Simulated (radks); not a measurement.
Isoelectronic series with 56 electrons, each ion in its NIST ground configuration. Calculated with a radial shooting solver on a logarithmic mesh with Libxc functionals: Dirac Kohn-Sham, LDA (Slater exchange, Perdew-Wang correlation), spin-unpolarised, spherical densities, finite nucleus; open shells fill j = l - 1/2 first; Fermi nuclear charge, rms radius of each element as measured or else 0.836 A^(1/3) + 0.57 fm. Total energies (hartree) and orbital eigenvalues (hartree):

| ion | configuration | E (hartree) | 4d5/2 | 4d3/2 | 4p3/2 | 4p1/2 |
|---|---|---|---|---|---|---|
| Ba | [Xe] 6s2 | -8132.7331 | -3.25153 | -3.34809 | -6.45874 | -7.02749 |
| La+ | [Xe] 5d2 | -8490.4904 | -3.90284 | -4.01266 | -7.27337 | -7.90646 |
| Ce2+ | [Xe] 4f2 | -8857.6070 | -4.22584 | -4.34605 | -7.73211 | -8.42391 |
| Pr3+ | [Xe] 4f2 | -9234.0087 | -5.10599 | -5.24078 | -8.77472 | -9.53856 |
| Nd4+ | [Xe] 4f2 | -9619.5347 | -6.09150 | -6.24237 | -9.92691 | -10.76931 |
| Pm5+ | [Kr] 4d10 4f3 5s2 5p5 | -10013.9419 | -6.90981 | -7.07542 | -10.89964 | -11.81891 |
| Sm6+ | [Kr] 4d10 4f4 5s2 5p4 | -10417.8500 | -7.76754 | -7.94880 | -11.91428 | -12.91532 |
| Eu7+ | [Kr] 4d10 4f5 5s2 5p3 | -10831.3994 | -8.66467 | -8.86255 | -12.97101 | -14.05905 |
| Gd8+ | [Kr] 4d10 4f6 5s2 5p2 | -11254.6725 | -9.60098 | -9.81650 | -14.06982 | -15.25036 |
| Tb9+ | [Kr] 4d10 4f6 5s2 5p2 | -11687.7891 | -10.87197 | -11.10969 | -15.52123 | -16.81048 |
| Dy10+ | [Kr] 4d10 4f8 5s2 | -12130.1961 | -11.64287 | -11.89720 | -16.44720 | -17.83120 |
| Ho11+ | [Kr] 4d10 4f8 5s2 | -12583.0210 | -13.01636 | -13.29561 | -18.00749 | -19.51412 |
| Er12+ | [Kr] 4d10 4f8 5s2 | -13045.5985 | -14.46471 | -14.77081 | -19.64637 | -21.28487 |
| Tm13+ | [Kr] 4d10 4f9 5s1 | -13517.3993 | -15.68050 | -16.01090 | -21.04231 | -22.80785 |
| Yb14+ | [Kr] 4d10 4f10 | -13999.3726 | -16.93633 | -17.29239 | -22.48201 | -24.38224 |
| Lu15+ | [Kr] 4d10 4f10 | -14492.2456 | -18.55687 | -18.94510 | -24.30385 | -26.36296 |
| Hf16+ | [Kr] 4d10 4f10 | -14995.3220 | -20.24804 | -20.67068 | -26.19998 | -28.42916 |
| Ta17+ | [Kr] 4d10 4f10 | -15508.6318 | -22.00876 | -22.46815 | -28.16930 | -30.58030 |
| W18+ | [Kr] 4d10 4f10 | -16032.2798 | -23.83816 | -24.33675 | -30.21094 | -32.81610 |
| Re19+ | [Kr] 4d10 4f10 | -16566.3850 | -25.73554 | -26.27584 | -32.32420 | -35.13649 |
